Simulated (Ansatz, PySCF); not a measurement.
CI₂, SMILES I[C]I (connectivity only; charge and spin as stated), neutral, multiplicity 1. Atoms are numbered in the order given.

```xyz
3

C      0.0000     0.0000     1.0872
I      0.0000     1.7512    -0.0838
I      0.0000    -1.7512    -0.0838
```

Geometry optimised at B3LYP-D3(BJ)/def2-TZVP. The def2 effective core potentials stand for the cores of I; spin–orbit coupling is left out.

Two levels are set side by side: PBE-D3(BJ)/def2-TZVP (Ansatz, a program for electronic structure) and B3LYP-D3(BJ)/def2-TZVP (Ansatz). Each level has its own optimised geometry; the coordinates shown are those of the second. Frequencies come from the Hessian of PySCF at each geometry. Differences are taken from unrounded values.

```tsv
quantity	B3LYP-D3(BJ)
mean bond length (Å)	2.107
bond C1–I2 (Å)	2.107
bond C1–I3 (Å)	2.107
highest harmonic wavenumber (cm⁻¹)	579
mean harmonic wavenumber (cm⁻¹)	402
zero-point energy (kcal/mol)	1.73
```

Question: What does PBE-D3(BJ) give, and how far is it from B3LYP-D3(BJ)? (The exact figures need the calculation; the answer reports its results.)

Answer: 
```
quantity                            PBE-D3(BJ)  PBE-D3(BJ) minus B3LYP-D3(BJ)
----------------------------------  ----------  -----------------------------
mean bond length (Å)                     2.114                          0.008
bond C1–I2 (Å)                           2.114                          0.008
bond C1–I3 (Å)                           2.114                          0.008
highest harmonic wavenumber (cm⁻¹)         570                             -9
mean harmonic wavenumber (cm⁻¹)            397                             -6
zero-point energy (kcal/mol)              1.70                          -0.02
```

Exact exchange shortens and stiffens bonds; PBE has none. Differences between two approximate levels are no errors against the true value.
